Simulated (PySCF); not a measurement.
CsI, SMILES [I][Cs]. Atoms are numbered in the order given.

```xyz
2

Cs     0.0000     0.0000    -1.6589
I      0.0000     0.0000     1.7215
```

Geometry: B3LYP-D3(BJ)/def2-TZVPD. The def2 effective core potentials stand for the cores of Cs, I; spin–orbit coupling is left out.

Level of theory: PySCF with PBE/def2-TZVPD.

Mulliken values depend strongly on the basis, most of all with diffuse functions as here. ESP charges are fitted to the potential on shells at 1.4 to 2.0 van der Waals radii. Atomic charges (e):

```
atom  ESP fit  Mulliken
----  -------  --------
Cs1      0.66      0.79
I2      -0.66     -0.79
```
